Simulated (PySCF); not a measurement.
Excitations are Tamm–Dancoff values on a coarser integration grid. The basis has no diffuse functions, so Rydberg states are missing or too high.

Cartesian coordinates (Å):
```xyz
9

C     -1.1146    -0.2837     0.2277
Si     0.7003    -0.2528    -0.1919
O      1.4198     1.1808     0.2011
H     -1.2742    -0.0984     1.2925
H     -1.6687     0.4704    -0.3374
H     -1.5411    -1.2612    -0.0158
H      1.4337    -1.2775     0.5910
H      0.8645    -0.5335    -1.6483
H      1.1849     1.9539    -0.3123
```
Charge 0, spin multiplicity 1.

Q: Predict the HOMO, S1–T1 gap (TDA) and S1 excitation (TDA) from PySCF 2.14.0 with PBE0-D4/def2-TZVP.

A: 
The HOMO is -8.41 eV and the S1–T1 gap (TDA) comes out as 0.38 eV. The S1 excitation (TDA) is 7.36 eV.
